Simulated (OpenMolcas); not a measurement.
# Fe³⁺: effect of the basis set

```
Program             : OpenMolcas
Method              : MS-CASPT2, IPEA 0.25 Eh, imaginary shift 0.1 Eh (closed shells correlated: 3s 3p)
Active space        : 5 electrons in 5 orbitals (3d)
State averaging     : 2S+1 = 6 even, 1 root; 2S+1 = 4 even, 24 roots; 2S+1 = 2 even, 75 roots
Spin-orbit coupling : state interaction with AMFI integrals over the reference wave functions, term energies averaged over their components
```

A. ANO-RCC-VDZP [5s4p2d1f], DKH2, point nucleus; CASPT2 step roughly 5 core-seconds
B. ANO-L-VTZP [6s5p3d2f1g], non-relativistic, point nucleus; CASPT2 step about 10 core-seconds
C. ANO-RCC-VTZP [6s5p3d2f1g], DKH2, point nucleus; CASPT2 step roughly 16 core-seconds
D. ANO-R2 [6s5p4d2f1g], X2C, finite nucleus; CASPT2 step about 25 core-seconds
E. ANO-RCC-VQZP [7s6p4d3f2g1h], DKH2, point nucleus; CASPT2 step of the order of 40 core-seconds
F. ANO-R3 [7s5p5d3f2g1h], X2C, finite nucleus; CASPT2 step about 40 core-seconds

Energies in cm-1 above 3d5 6S 5/2, the measured ground level; measured values from Corliss and Sugar, J. Phys. Chem. Ref. Data 11, 135 (1982).

```tsv
Level	A	B	C	D	E	F	Measured
3d5 6S 5/2	0.0	0.0	0.0	0.0	0.0	0.0	0.0
3d5 4G 5/2	34820	33520	33330	33300	33100	32860	
3d5 4G 7/2	34850	33550	33360	33330	33130	32890	
3d5 4G 11/2	34860	33560	33370	33340	33140	32900	32246
3d5 4G 9/2	34870	33570	33380	33350	33150	32910	
3d5 4P 5/2	37760	36890	36850	36600	36550	36220	35254
3d5 4P 3/2	37830	36970	36930	36670	36620	36300	35333
3d5 4P 1/2	37910	37060	37020	36760	36700	36380	35407
3d5 4D 7/2	41730	40210	40030	39900	39800	39530	38779
3d5 4D 1/2	41810	40300	40110	39980	39890	39620	38897
3d5 4D 3/2	41870	40370	40180	40050	39950	39680	
3d5 4D 5/2	41880	40380	40200	40060	39970	39700	
3d5 2I 11/2	50910	49080	48790	48770	48360	48030	
3d5 2I 13/2	50990	49150	48870	48840	48440	48100	
3d5 2D 5/2(1) [75 %]	53210	51860	51760	51470	51340	50890	49542
3d5 2D 3/2(1)	53740	52380	52270	51970	51840	51400	50051
3d5 2F 7/2(1)	55370	53980	53860	53560	53380	52950	51394
3d5 2F 5/2(1) [62 %]	56050	54620	54470	54160	54000	53590	52167
3d5 4F 9/2	56810	54930	54690	54420	54370	54010	52621
3d5 4F 7/2	56860	54980	54750	54460	54420	54060	52695
3d5 4F 5/2 [74 %]	56960	55130	54910	54610	54540	54180	
3d5 4F 3/2	57000	55150	54910	54620	54570	54210	
3d5 2H 9/2	60540	58700	58460	58270	58000	57570	56058
3d5 2H 11/2	60890	59120	58870	58660	58370	57950	56369
```

Deviations, from unrounded energies. A percentage is the sum of absolute deviations over the sum of measured energies, with the sign that they share, or ± where signs differ.

```csv
Against measurement,Levels,A,B,C,D,E,F
mean absolute deviation (cm-1),14,3500,2100,1900,1700,1500,1200
other terms of the ground configuration (%),14,+7.6,+4.5,+4.2,+3.7,+3.4,+2.6
```

F lies closest to measurement on these levels and A furthest from it. The largest miss of F in the table is 3d5 2H 11/2, by +1600 cm-1. The ranking rests on the paired levels alone, and a cruder setting can come out closer through cancelling errors.

Among A to F the level of the table that moves most is 3d5 2H 9/2, by 3000 cm-1 (lowest in F, highest in A). Moves below CASPT2's spread within the term are not significant.

Term energies are means over components that CASPT2 splits; among the terms shown or strongly mixed into the levels shown the widest spread is 700 cm-1 (3d5 4F, F). Blocks of more than 70 roots (2S+1 = 2 even) ran without multistate coupling. The basis is small and was not contracted for so high a charge (holds for A). Computed and measured levels are paired by configuration, term and J; levels that our copy of the source lacks, or whose pairing is in doubt (as where it misses far off the trend of its configuration), stay unpaired and out of the deviations. Only configurations of the active space appear. Levels that lie high or do not pair safely by name in every column are left out.

A share in square brackets marks a mixed level and gives the weight of the term that names it, the lowest over the columns. A number in round brackets counts repeated terms of one configuration in the order of the reference energies.
